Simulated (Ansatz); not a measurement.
F$_{2}$S, triplet, at a GFN2-xTB geometry (a higher spin typed on purpose: for a closed-shell molecule this is an excited state); Ansatz (a quantum-chemistry and plane-wave program) with CCSD(T)/6-31G*.

The Ansatz input:
Ansatz 0.2 input:
```yaml
crystal:
  periodic: [false, false, false]
  atoms:
    - {symbol: F, position_ang: [-1.06282617, -0.59373096, -0.00094504]}
    - {symbol: S, position_ang: [-0.09238123, 0.70770983, -0.00877839]}
    - {symbol: F, position_ang: [1.22705948, -0.66441984, 0.01655107]}
basis:
  gaussian:
    orbitals: 6-31G*
magnetization: {spin_polarized: true, initial_magnetization: 2}
correlation: {method: ccsd_t, electrons: outside_noble_gas}
```

Question: What does Ansatz print? Leave out banner, timings and long lists.

Answer: 
```
Functional definition: HF
423 factors; integrals over basis functions are off by at most 5.0e-4 eV
mean field evaluation 1: about -16221.0829 eV, gradient 2.6e1 eV
mean field evaluation 2: about -16221.1379 eV, gradient 2.6e1 eV
mean field evaluation 4: about -16224.1582 eV, gradient 2.8e0 eV
mean field evaluation 8: about -16224.3211 eV, gradient 1.0e0 eV
mean field evaluation 16: about -16224.3730 eV, gradient 4.5e-5 eV
mean field evaluation 32: about -16210.9433 eV, gradient 3.8e1 eV
mean field evaluation 64: about -16224.3730 eV, gradient 1.1e-5 eV
mean field evaluation 96: about -16218.7276 eV, gradient 9.2e0 eV
mean field evaluation 128: about -16220.3509 eV, gradient 4.3e0 eV
mean field evaluation 160: about -16222.0252 eV, gradient 2.7e-1 eV
mean field evaluation 192: about -16221.3425 eV, gradient 9.9e-4 eV
mean field evaluation 224: about -16223.5386 eV, gradient 2.8e0 eV
mean field evaluation 256: about -16223.2346 eV, gradient 6.3e-1 eV
mean field evaluation 288: about -16222.6488 eV, gradient 5.5e0 eV
mean field evaluation 320: about -16222.6819 eV, gradient 1.9e0 eV
mean field evaluation 352: about -16221.2871 eV, gradient 1.7e0 eV
mean field evaluation 384: about -16220.8032 eV, gradient 8.7e-1 eV
mean field evaluation 416: about -16224.3351 eV, gradient 9.7e-1 eV
mean field evaluation 448: about -16223.1826 eV, gradient 4.1e-1 eV
mean field evaluation 480: about -16223.1927 eV, gradient 3.9e-1 eV
mean field evaluation 512: about -16223.2683 eV, gradient 9.0e-1 eV
mean field -16224.37295419 eV, -596.2347087916 hartree, gradient 3.0e-6 eV, S^2 2.069752; 9 other end points of the search recorded, 0 dependent functions left out
determinant -16224.37295419 eV, -596.2347087916 hartree, with singles and doubles -16237.30385431 eV, -596.7099106059 hartree
determinant -16222.70397302 eV, -596.1733748649 hartree, with singles and doubles -16234.46234496 eV, -596.6054870635 hartree
determinant -16222.00010324 eV, -596.1475081276 hartree, with singles and doubles -16233.98274711 eV, -596.5878621676 hartree
determinant -16221.34253576 eV, -596.1233429684 hartree, with singles and doubles -16234.57980494 eV, -596.6098036379 hartree
determinant -16220.82991863 eV, -596.1045046363 hartree, with singles and doubles -16232.60311903 eV, -596.5371617708 hartree
7 core orbitals not correlated
reference -16224.37295419 eV, -596.2347087916 hartree; 11, 9 occupied and 31, 33 virtual orbitals, 423 factors
second order -12.33810013 eV of doubles, -0.00000000 eV of singles
cycle   1  -12.93374080 eV  change   -2.8e-3 eV  update   4.6e-3
cycle   2  -12.93664621 eV  change   -2.9e-3 eV  update   3.8e-3
cycle   3  -12.93714855 eV  change   -5.0e-4 eV  update   2.4e-3
cycle   4  -12.94040136 eV  change   -3.3e-3 eV  update   9.7e-4
cycle   5  -12.94150029 eV  change   -1.1e-3 eV  update   3.8e-4
cycle   6  -12.94177869 eV  change   -2.8e-4 eV  update   2.3e-4
cycle   7  -12.94179410 eV  change   -1.5e-5 eV  update   1.5e-4
cycle   8  -12.94156867 eV  change    2.3e-4 eV  update   8.7e-5
cycle   9  -12.94153309 eV  change    3.6e-5 eV  update   4.4e-5
cycle  10  -12.94159592 eV  change   -6.3e-5 eV  update   1.8e-5
cycle  11  -12.94159418 eV  change    1.7e-6 eV  update   8.7e-6
perturbative correction -0.33960810 eV, -0.0124803674 hartree
Total energy: -16237.65415647 eV, -596.7227839730 hartree
```
